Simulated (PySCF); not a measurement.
Si(F)(Me)(OH)(NH2) (CH6FNOSi), SMILES C[Si](N)(O)F. Geometry: PBE-D3(BJ)/def2-SVP. The structure was generated by enumeration, and PubChem lists no compound with its InChIKey, so it may never have been made. Other conformers were not sampled.

The numbers are results of PBE-D3(BJ)/def2-SVP run with PySCF, not measurements.

Harmonic wavenumbers (cm⁻¹): 127, 175, 190, 221, 256, 283, 326, 332, 364, 651, 711, 748, 773, 816, 846, 909, 957, 1229, 1381, 1382, 1483, 2982, 3076, 3090, 3513, 3614, 3775. Rotational constants (GHz): 3.726, 3.605, 3.280; symmetry number 1.

**Question.** Work out the zero-point energy and the ideal-gas rigid-rotor harmonic-oscillator thermochemistry at 298.15 K and 1 atm.

**Answer.** ZPE = ½ Σ hcν = ½ × 34212 cm⁻¹ = 48.91 kcal/mol. H − E(el) = 54.49 kcal/mol. Entropy in cal/(mol K): translation 39.57, rotation 26.39, vibration 18.24, total 84.20. G − E(el) = 29.39 kcal/mol. Cp = 29.43 cal/(mol K). Modes under 150 cm⁻¹ make the vibrational entropy uncertain.
